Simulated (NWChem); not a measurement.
Molecule: C3H3ClF2; SMILES FC(C(=C)Cl)F

```xyz
9

C     -1.6864    -0.2707    -0.5025
C     -0.4105    -0.3090    -0.1308
Cl     0.5167    -1.7670    -0.0899
C      0.3805     0.8967     0.3066
F     -0.4045     1.9916     0.3050
F      1.4062     1.1140    -0.5404
H     -2.2135     0.6847    -0.4996
H     -2.2170    -1.1736    -0.8084
H      0.7956     0.7587     1.3214
```
Atoms are numbered in this order, from 1.

Coordinates come from a PBE0/def2-SVP optimisation.

Question: Give the principal values of the shielding tensors (ppm) of C1, C2, Cl3, C4, F5 from PBE0/pcSseg-1, GIAO (NWChem), with their diamagnetic and paramagnetic parts as GIAO splits them.

Answer: 
```csv
atom,σ11,σ22,σ33,isotropic,diamagnetic,paramagnetic
C1,-52.4,73.0,161.4,60.6,254.1,-193.5
C2,-72.3,74.6,108.2,36.8,261.9,-225.1
Cl3,511.1,684.1,981.7,725.6,1146.5,-420.9
C4,53.3,72.5,85.2,70.3,238.9,-168.6
F5,230.3,351.4,372.4,318.0,474.6,-156.5
```
